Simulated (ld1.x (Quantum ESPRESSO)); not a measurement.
Transferability test, RRKJ potential for Ni

- Element: Ni (Z = 28)
- Generator: ld1.x (Quantum ESPRESSO) 7.5
- Type: norm-conserving RRKJ (Kleinman–Bylander form)
- Functional: PBEsol
- Relativity: scalar-relativistic
- Frozen core: [Ne]
- Valence charge: 18
- Reference configuration: 3s2 3p6 3d8 4s1.5 4p0 (charge +0.5)
- Partial waves: 3p (bound): rc 0.90 bohr; 3d (bound): rc 1.05 bohr; 3s (bound): rc 0.70 bohr
- Local potential: the s channel
- Core correction: none

Occupied shells without a wave of their own: 4s. They enter only through the test configuration that unscreens the potential.

Energies are relative to the spin-unpolarised reference configuration 3s2 3p6 3d8 4s1.5 4p0; without spin polarisation the order of configurations can differ from experiment.

```json
{"valence configuration": "3s2 3p6 3d8 4s2 4p0", "charge": "0", "ΔE all-electron (eV)": "-3.727", "error AE − PS (meV)": "+24"}
{"valence configuration": "3s2 3p6 3d8 4s1 4p0", "charge": "+1", "ΔE all-electron (eV)": "5.609", "error AE − PS (meV)": "-31"}
{"valence configuration": "3s2 3p6 3d8 4s0 4p0", "charge": "+2", "ΔE all-electron (eV)": "22.870", "error AE − PS (meV)": "-116"}
{"valence configuration": "3s2 3p6 3d9 4s1 4p0", "charge": "0", "ΔE all-electron (eV)": "-5.336", "error AE − PS (meV)": "-18"}
{"valence configuration": "3s2 3p6 3d9 4s0 4p0", "charge": "+1", "ΔE all-electron (eV)": "2.537", "error AE − PS (meV)": "-69"}
{"valence configuration": "3s2 3p6 3d7 4s2 4p1", "charge": "0", "ΔE all-electron (eV)": "6.851", "error AE − PS (meV)": "+50"}
```

(1) What are ΔE and the potential's error for 3s1 3p6 3d8 4s2 4p0?

Levels in the configuration 3s2 3p6 3d8 4s2 4p0:

| level | all-electron (eV) | pseudo (eV) |
| --- | --- | --- |
| 3s | -110.777 | -110.769 |
| 3p | -71.255 | -71.243 |
| 3d | -8.900 | -8.885 |
| 4s | -5.662 | -5.702 |

Results:

(1) ΔE = 115.393 eV all-electron; the error (AE − PS) is -11 meV.

ld1.x printed “convergence not achieved” for 3 of the counted tests; their residual had stalled under 1e-8, short of the target of 1e-14.
